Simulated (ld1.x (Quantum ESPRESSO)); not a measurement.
## What one change does to a pseudopotential (Zr (Z = 40), TM)

```json
{
 "Element": "zirconium",
 "Generator": "ld1.x (Quantum ESPRESSO) 7.5",
 "Type": "norm-conserving Troullier–Martins (Kleinman–Bylander form)",
 "Functional": "PBE",
 "Relativity": "scalar-relativistic",
 "Frozen core": "[Kr]",
 "Valence charge": "4",
 "Reference configuration": "4d2 5s1 5p0 (charge +1)",
 "Partial waves": "5p (bound, empty): rc 3.35 bohr; 4d (bound): rc 1.85 bohr; 5s (bound): rc 2.40 bohr",
 "Local potential": "the s channel",
 "Core correction": "Bessel-smoothed model core inside 1.10 bohr"
}
```

All-electron outer shells of the reference configuration (PBE, scalar-relativistic, ld1.x):

```tsv
shell	level (eV)	outermost node (bohr)	outermost maximum (bohr)
4p	-39.14	0.56	1.17
4d	-9.98	0.58	1.59
5s	-9.94	1.46	3.00
5p	-6.26	1.68	3.71
```

Change: wave 4d (bound): rc 1.85 bohr becomes 4d (bound): rc 1.28 bohr.

Cutoffs: the cutoffs (Ry, on a coarse ladder) from which the occupation-weighted sum of valence levels, in a spherical-Bessel basis at the reference potential, stays within 10 and 1 mRy of its value at 400 Ry; they do not see the model core or the augmentation charge, which bear on the density cutoff. Errors are all-electron minus pseudo energies relative to the spin-unpolarised reference configuration.

Q: Predict the effect on cutoff, ghosts and configuration errors.

A: The potential gets harder (30 Ry and 40 Ry → 60 Ry and 90 Ry); the number of tests with a reliable result goes from 7 to 6; the errors of the 6 common tests hardly move; neither file shows a bound ghost. A smaller radius makes the pseudo-wave follow the all-electron one further in, where it bends more sharply, so more plane waves are needed.

| quantity | base | changed |
| --- | --- | --- |
| cutoff, loose | 30 Ry | 60 Ry |
| cutoff, tight | 40 Ry | 90 Ry |
| loose cutoff by channel (10 mRy a level) | d 30 Ry, s 10 Ry | d 50 Ry, s 10 Ry |
| bound ghosts | none | none |
| tests with a reliable result | 7 of 7 | 6 of 7 |
| error for 4d2 5s2 5p0, meV [ΔE -7.14 eV] | -0.9 | -0.9 |
| error for 4d2 5s0 5p0, meV [ΔE 12.94 eV] | -16 | -16 |
| error for 4d1 5s0 5p0, meV [ΔE 35.57 eV] | -319 | -320 |
| error for 4d2 5s1.5 5p0, meV [ΔE -4.26 eV] | -0.2 | -0.2 |
| error for 4d2.5 5s1.5 5p0, meV [ΔE -6.62 eV] | -12 | -13 |
| error for 4d1 5s2 5p1, meV [ΔE -4.13 eV] | -172 | -173 |
| s: phases at 3.64 bohr within 0.05 rad from the reference energy up to (Ry; the scan ends near 5) | 0.4 | 0.4 |
| p: phases at 3.64 bohr within 0.05 rad from the reference energy up to (Ry; the scan ends near 5) | 1.6 | 1.6 |
| d: phases at 3.64 bohr within 0.05 rad from the reference energy up to (Ry; the scan ends near 5) | 0.2 | 0.2 |
